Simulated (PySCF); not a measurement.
F4Hf, charge -1, multiplicity 2. Atoms are numbered in the order given.

```xyz
5

Hf     0.0000     0.0000     0.0000
F      1.3577    -1.3577    -0.5380
F     -1.3577     1.3577    -0.5380
F      1.3577     1.3577     0.5380
F     -1.3577    -1.3577     0.5380
```
Charge -1, spin multiplicity 2.

The structure is a stationary point at B3LYP-D3(BJ)/def2-SVPD. The spin state was assumed, not searched. The def2 effective core potentials stand for the cores of Hf; spin–orbit coupling is left out.

Level of theory: ωB97X/def2-SVPD in PySCF.

Mulliken values depend strongly on the basis, most of all with diffuse functions as here. ESP charges are fitted to the potential on shells at 1.4 to 2.0 van der Waals radii. Atomic charges (e):

```tsv
atom	Mulliken	ESP fit	Mulliken spin
Hf1	1.66	___	0.98
F2	-0.66	___	0.00
F3	-0.66	___	0.00
F4	-0.66	___	0.00
F5	-0.66	___	0.00
```

Q: Fill in the missing entries. (An estimate is asked for; the answer gives what the named calculation found.)

A: 
- Hf1, ESP fit: 0.91
- F2, ESP fit: -0.48
- F3, ESP fit: -0.48
- F4, ESP fit: -0.48
- F5, ESP fit: -0.48
